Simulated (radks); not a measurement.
Question: Excited configurations of neutral hydrogen: one electron is placed in a higher orbital outside the bare nucleus. The ground configuration is 1s1. All-electron calculation, non-relativistic Kohn-Sham, PBE, spin-polarised, spherical densities, point nucleus; open shells are filled with parallel spins first. Program: a radial shooting solver on a logarithmic mesh with Libxc functionals. Excitation = E - E(ground); binding = E(ion) - E, where the ion is the core of charge +1; n* = 1/sqrt(2 binding) in atomic units, and the quantum defect is n - n*.

| outer orbital | excitation (eV) | binding (eV) | n* | quantum defect | eigenvalue (eV) | <r> (bohr) |
|---|---|---|---|---|---|---|
| 2p | 10.116 | 3.489 | 1.975 | 0.025 | -1.751 | 4.973 |
| 4d | 12.600 | 1.006 | 3.678 | 0.322 | -0.606 | 19.27 |
| 4f | 12.643 | 0.962 | 3.760 | 0.240 | -0.482 | 16.83 |

Estimate the row for 5p.

Answer: excitation (eV) 12.923; binding (eV) 0.682; n* 4.466; quantum defect 0.534; eigenvalue (eV) -0.462; <r> (bohr) 32.67. The Delta-SCF ionisation energy is 13.605 eV (NIST Atomic Spectra Database: 13.598 eV, theoretical). Self-interaction in the functional shifts the binding energies and quantum defects, so they are the method's values and not measured ones.
